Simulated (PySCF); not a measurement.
## Mayer bond orders and bond lengths

C7H9FOSi.
Atom-mapped SMILES: `[CH2:1]=[CH:2][CH2:3][C:4]1=[C:5]([F:6])[C:7](=[O:8])[SiH2:9][CH2:10]1` (hydrogens: H11, H12 on C1; H13 on C2; H14, H15 on C3; H16, H17 on Si9; H18, H19 on C10)

Cartesian coordinates in Å at the GFN2-xTB level; atoms count from 1:
```
atom  x, y, z in Å
C1     2.8605   -0.4505    1.1517
C2     2.0153    0.4459    0.6814
C3     1.3550    0.3630   -0.6656
C4    -0.1291    0.2403   -0.5029
C5    -0.9984    1.2122   -0.8188
F6    -0.5850    2.3899   -1.3364
C7    -2.4336    0.9850   -0.6110
O8    -3.3108    1.7808   -0.8651
Si9   -2.5839   -0.7914    0.1208
C10   -0.6874   -1.0220    0.0776
H11    3.1472   -1.3178    0.5795
H12    3.3126   -0.3499    2.1235
H13    1.7400    1.3096    1.2714
H14    1.7354   -0.5077   -1.2053
H15    1.5863    1.2658   -1.2361
H16   -3.2882   -1.7011   -0.7788
H17   -3.1342   -0.7900    1.4727
H18   -0.3655   -1.8699   -0.5296
H19   -0.2459   -1.1828    1.0634
```

Bond orders from the PBE0/pcSseg-1 density (PySCF). Geometry: GFN2-xTB, one conformer, isolated molecule.

**Question.** Where do the orders between heavy atoms depart from those drawn in the SMILES?

**Answer.** The largest departure is 0.406, at C4–C5 (drawn double, 1.594). Drawn single, order below 0.88: C7–Si9 (0.846) and Si9–C10 (0.877). Drawn double or triple, more than 0.30 short of the drawn order: C4–C5 (1.594).

**Question.** Give the Mayer order of every bond, beside its length.

**Answer.** 
```
   bond  drawn as  length (Å)  Mayer order
  C1–C2    double       1.319        1.975
  C2–C3    single       1.502        1.019
  C3–C4    single       1.498        1.055
  C4–C5    double       1.342        1.594
  C5–F6    single       1.351        0.967
  C5–C7    single       1.468        0.979
  C7–O8    double       1.211        1.909
 C7–Si9    single       1.927        0.846
Si9–C10    single       1.911        0.877
 C10–C4    single       1.497        1.042
 C1–H11    single       1.078        0.955
 C1–H12    single       1.076        0.952
 C2–H13    single       1.082        0.959
 C3–H14    single       1.093        0.938
 C3–H15    single       1.093        0.926
Si9–H16    single       1.460        0.955
Si9–H17    single       1.460        0.954
C10–H18    single       1.091        0.925
C10–H19    single       1.092        0.917
```

By pair of heavy elements: C–C: lowest C5–C7 (0.979, 1.468 Å), highest C1–C2 (1.975, 1.319 Å); in 3 of the 15 pairs the longer bond (by over 0.003 Å) has the higher order (by 0.02 or more). C–Si: lowest C7–Si9 (0.846, 1.927 Å), highest Si9–C10 (0.877, 1.911 Å).

**Question.** Sum the orders of all bonds at each heavy atom with more than one neighbour and set the sums beside the valence in the SMILES.

**Answer.** C1 3.882 (drawn 4), C2 3.953 (drawn 4), C3 3.938 (drawn 4), C4 3.691 (drawn 4), C5 3.540 (drawn 4), C7 3.734 (drawn 4), Si9 3.632 (drawn 4), C10 3.761 (drawn 4). Orders between atoms that aren't bonded are not in these sums.

For a closed shell the Mayer order of atoms A and B is Σ (PS)μν (PS)νμ over the basis functions μ on A and ν on B, with P the density and S the overlap matrix.

The run behind these numbers computed NMR shieldings as well. Hardware: Intel Xeon 6975P-C, one thread (shared host). Cost: 47 s wall, 1.1 GiB resident at most.
